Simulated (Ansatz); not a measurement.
System: C₄H₃O₂, net charge -1, singlet state. It need not be the lowest isomer of its formula. Whether it binds its extra electron was not tested at this geometry. 
Coordinates optimised at B3LYP-D3(BJ)/def2-TZVP (Ansatz, an electronic-structure program):
```xyz
9

O      1.9685    -0.1853     0.4053
C      0.6613     0.1294     0.0661
C      0.1024     1.2161    -0.5064
C     -1.2850     0.7588    -0.5780
C     -1.4272    -0.4919    -0.0570
O     -0.2001    -0.9478     0.3645
H      1.9179    -0.7753     1.1661
H     -2.1171     1.3302    -0.9794
H     -2.2565    -1.1645     0.1068
```
Charge -1, spin multiplicity 1.

Parts of the frozen-core correlation energy in 6-31G* (Ansatz, hartree). Frozen orbitals: 6; correlated occupied orbitals by spin: 16 and 16; virtual: 74 and 74. Spin-orbit coupling is left out. Non-relativistic. The restricted reference is unstable.

```tsv
term	value
reference (HF)	-302.80287
MP2 opposite-spin	___
MP2 same-spin	___
CCSD correlation	___
(T)	-0.03492
T1 diagnostic	0.015
largest doubles amplitude	0.061
```

Q: What belongs in the gaps?

A: 
- MP2 opposite-spin, value: -0.63287
- MP2 same-spin, value: -0.23897
- CCSD correlation, value: -0.89315
